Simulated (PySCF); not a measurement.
ReO3Br, SMILES [Re](=[O])(=[O])(=[O])[Br], multiplicity 1. Atoms are numbered in the order given.

```xyz
5

Re     0.0000     0.0000     0.5265
O     -1.3899     0.8025     1.0985
O      1.3899     0.8025     1.0985
O      0.0000    -1.6050     1.0985
Br     0.0000     0.0000    -1.8815
```
Charge 0, spin multiplicity 1.

Geometry optimised at B3LYP-D3(BJ)/def2-SVP. The spin state was assumed, not searched. The def2 effective core potentials stand for the cores of Re; spin–orbit coupling is left out.

The numbers are results of B3LYP-D3(BJ)/def2-SVP in PySCF 2.14.0, not measurements.

Frequencies are harmonic and unscaled.

Modes within 1.5 cm⁻¹ of each other (mostly degenerate sets) share a row, with their intensities summed.

```csv
mode,ν (cm⁻¹),IR (km/mol),Raman (Å⁴/amu),depolarisation,moving atoms (share of kinetic energy)
1–2,167,3.9,5.0,0.75,"O 75 %, Re 13 %, Br 12 %"
3,245,1.3,3.2,0.30,"Br 58 %, O 38 %"
4,337,29.8,0.9,0.02,"O 50 %, Re 33 %, Br 16 %"
5–6,343,4.4,7.4,0.75,O 94 %
7–8,1004,270.4,16.5,0.75,"O 89 %, Re 11 %"
9,1039,44.1,39.9,0.01,O 97 %
```
